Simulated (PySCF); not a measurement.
# Spin-rotation constants: `C[SeH]=O`, CH4OSe

Geometry:
| atom | x (Å) | y (Å) | z (Å) |
| --- | --- | --- | --- |
| C1 | -0.793 | 0.105 | -0.071 |
| Se2 | 1.018 | 0.070 | 0.703 |
| O3 | 1.552 | -1.390 | 0.350 |
| H4 | -1.170 | 1.121 | -0.109 |
| H5 | -1.423 | -0.513 | 0.569 |
| H6 | -0.735 | -0.340 | -1.062 |
| H7 | 1.554 | 0.953 | -0.407 |

Computed with PySCF 2.14.0, GIAO BHandHLYP/def2-SVPD magnetisability, rotational g tensor and spin-rotation constants, non-relativistic, gas phase. Geometry: GFN2-xTB.

The calculation is non-relativistic, which matters for the atoms heavier than Zn.

Task: Give the nuclear spin-rotation constants along the inertial axes (H = +C I·J) beside the isotropic shieldings.

Result: Rotational constants 15.9205, 7.2152, 5.3521 GHz. A star marks the isotopologue with that one atom substituted, in its own axes.
| atom | isotope | Caa (kHz) | Cbb (kHz) | Ccc (kHz) | mean (kHz) | σ (ppm) |
| --- | --- | --- | --- | --- | --- | --- |
| H4 | 1H | -0.628 | -0.359 | -0.637 | -0.541 | 30.2 |
| H5 | 1H | -1.623 | -0.665 | 0.001 | -0.762 | 29.5 |
| H6 | 1H | -1.657 | -0.227 | -0.274 | -0.719 | 29.2 |
| H7 | 1H | -1.440 | -0.572 | 0.348 | -0.555 | 23.9 |
| C1 | 13C* | 1.849 | 0.989 | 0.997 | 1.278 | 161.9 |
| Se2 | 77Se* | 35.151 | 11.831 | 13.106 | 20.030 | 1203.2 |
| O3 | 17O* | -1.387 | -0.696 | 0.013 | -0.690 | 322.2 |

For the geometry as given, no vibrational averaging.
